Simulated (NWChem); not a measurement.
System: AlI₂ cation; SMILES [Al+]([I])[I]

Computed with NWChem. Medium grid unless said otherwise, to which SCAN and Minnesota functionals are sensitive. Geometry: optimised at PBE0/def2-SVP. def2 effective core potentials on I; no spin-orbit coupling.

For level M06-L/def2-SVP:

highest occupied level (eV): -12.27
orbital gap (eV): 3.90

Question: Estimate the same quantities for level PW6B95/def2-SVP.

Answer: The highest occupied level (eV) is -13.37 and the orbital gap (eV) is 5.33.
